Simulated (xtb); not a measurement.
Cl$_{2}$Cu (SMILES [Cl][Cu][Cl]), doublet, at a GFN2-xTB geometry (such geometries of metal compounds can be far from the true shape), atoms displaced at random by about 0.06 Å a coordinate; GFN2-xTB run with xtb 6.7.1.

Input for xtb:
```
$ xtb mol.xyz --gfn 2 --chrg 0 --uhf 1 --ohess --json

# file mol.xyz
3

Cu    -0.02817238     0.06646680     0.00326716
Cl    -0.01778076     0.12735379    -2.16495487
Cl     0.06504529    -0.01594932     1.91962851
```

Question: Write the output that xtb gives for this input, abridged.

Answer: 
```
   ID    Z sym.   atoms
    1   29 Cu     1
    2   17 Cl     2, 3

           -------------------------------------------------
          |                Calculation Setup                |
           -------------------------------------------------

           -------------------------------------------------
          |                 G F N 2 - x T B                 |
           -------------------------------------------------

          ...................................................
          :                      SETUP                      :
          :.................................................:
          :  # basis functions                  30          :
          :  # atomic orbitals                  27          :
          :  # shells                            9          :
          :  # electrons                        25          :
          :  max. iterations                   250          :
          :  Hamiltonian                  GFN2-xTB          :
          :  restarted?                      false          :
          :  GBSA solvation                  false          :
          :  PC potential                    false          :
          :  electronic temp.          300.0000000     K    :
          :  accuracy                    1.0000000          :
          :  -> integral cutoff          0.2500000E+02      :
          :  -> integral neglect         0.1000000E-07      :
          :  -> SCF convergence          0.1000000E-05 Eh   :
          :  -> wf. convergence          0.1000000E-03 e    :
          :  Broyden damping             0.4000000          :
          :  net charge                          0          :
          :  unpaired electrons                  1          :
          ...................................................

 iter      E             dE          RMSdq      gap      omega  full diag
   1    -12.9774047 -0.129774E+02  0.596E+00    8.99       0.0  T
   2    -12.9679538  0.945085E-02  0.622E+00    8.61       1.0  T
   3    -12.9952778 -0.273240E-01  0.443E+00    8.94       1.0  T
   4    -13.0169072 -0.216294E-01  0.252E+00    9.05       1.0  T
   5    -13.0151377  0.176945E-02  0.154E+00    9.13       1.0  T
   6    -13.0183387 -0.320103E-02  0.606E-01    9.14       1.0  T
   7    -13.0175507  0.788028E-03  0.905E-01    9.12       1.0  T
   8    -13.0185208 -0.970042E-03  0.135E-01    9.17       1.0  T
   9    -13.0185275 -0.677693E-05  0.109E-01    9.16       1.0  T
[...]
         :: total energy             -13.009203820642 Eh    ::
 * total energy  :   -13.0092038 Eh     change       -0.1369571E-11 Eh
 * total energy  :   -13.0142259 Eh     change       -0.5022117E-02 Eh
 * total energy  :   -13.0148046 Eh     change       -0.5786980E-03 Eh
 * total energy  :   -13.0148763 Eh     change       -0.7170142E-04 Eh
 * total energy  :   -13.0149011 Eh     change       -0.2480752E-04 Eh
 * total energy  :   -13.0149008 Eh     change        0.3658854E-06 Eh
 * total energy  :   -13.0149017 Eh     change       -0.8992931E-06 Eh
   *** GEOMETRY OPTIMIZATION CONVERGED AFTER 7 ITERATIONS ***
         :: total energy             -13.014901677490 Eh    ::
[...]
          :.................................................:

    mode    ω/cm⁻¹     T·S(HO)/kcal·mol⁻¹    T·S(FR)/kcal·mol⁻¹   T·S(vib)
   ------------------------------------------------------------------------
       1     93.03    -1.07196 ( 92.30%)    -0.87235 (  7.70%)    -1.05659
       2     93.03    -1.07192 ( 92.30%)    -0.87233 (  7.70%)    -1.05655
       3    238.19    -0.54155 ( 99.81%)    -0.59400 (  0.19%)    -0.54165
   ------------------------------------------------------------------------

   temp. (K)  partition function   enthalpy   heat capacity  entropy
                                   cal/mol     cal/K/mol   cal/K/mol   J/K/mol
 298.15  VIB   13.1                 1447.222      7.006      9.858
         ROT  0.180E+04              592.502      1.987     16.888
         INT  0.236E+05             2039.724      8.993     26.746
         TR   0.151E+28             1481.254      4.968     40.582
         TOT                        3520.9776    13.9610    67.3277   281.6989

       T/K    H(0)-H(T)+PV         H(T)/Eh          T*S/Eh         G(T)/Eh
   ------------------------------------------------------------------------
    298.15    0.561103E-02    0.749471E-02    0.319895E-01   -0.244948E-01
   ------------------------------------------------------------------------

         :::::::::::::::::::::::::::::::::::::::::::::::::::::
         ::                  THERMODYNAMIC                  ::
         :::::::::::::::::::::::::::::::::::::::::::::::::::::
         :: total free energy         -13.039396512025 Eh   ::
         ::.................................................::
         :: total energy              -13.014901677491 Eh   ::
         :: zero point energy           0.001883676401 Eh   ::
         :: G(RRHO) w/o ZPVE           -0.026378510935 Eh   ::
         :: G(RRHO) contrib.           -0.024494834534 Eh   ::
         :::::::::::::::::::::::::::::::::::::::::::::::::::::

optimized geometry written to: xtbopt.xyz

           -------------------------------------------------
          | TOTAL ENERGY              -13.014901677491 Eh   |
          | TOTAL ENTHALPY            -13.007406966141 Eh   |
          | TOTAL FREE ENERGY         -13.039396512025 Eh   |
          | GRADIENT NORM               0.000010001623 Eh/α |
          | HOMO-LUMO GAP               9.152878994375 eV   |
           -------------------------------------------------

normal termination of xtb
```
